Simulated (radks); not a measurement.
Results of a calculation; reference values are marked as such.
Problem. These are the eigenvalues of the occupied orbitals of an atom or ion with whole-number occupations (eV). Code: a radial shooting solver on a logarithmic mesh with Libxc functionals. Model: Dirac Kohn-Sham, exchange-only PBE, spin-unpolarised, spherical densities, finite nucleus; Fermi nuclear charge, rms radius of each element as measured or else 0.836 A^(1/3) + 0.57 fm.

1s1/2: -88194.59
2s1/2: -15988.93
2p1/2: -15372.85
2p3/2: -13183.30
3s1/2: -4042.761
3p1/2: -3763.307
3p3/2: -3274.393
3d3/2: -2812.879
3d5/2: -2708.730
4s1/2: -1120.853
4p1/2: -999.4809
4p3/2: -879.2741
4d3/2: -680.8695
4d5/2: -658.3244
4f5/2: -400.8451
4f7/2: -395.6683
5s1/2: -395.5294
5p1/2: -351.1636
5p3/2: -323.9186

Which element is it, and in what charge state? The configuration may be excited. Open shells, if any, fill j = l - 1/2 first.

Solution. Z = 82, lead, charge +14: Pb14+ in [Xe] 4f14. The list shows which subshells hold electrons but not how many an open one holds; the 1s level, -3241.1 hartree, gives Z - s = 80.5 by -(Z - s)^2/2, which with screening and relativity narrows Z to a few neighbours, and the depths of the outer levels then fix element, charge and occupations together.
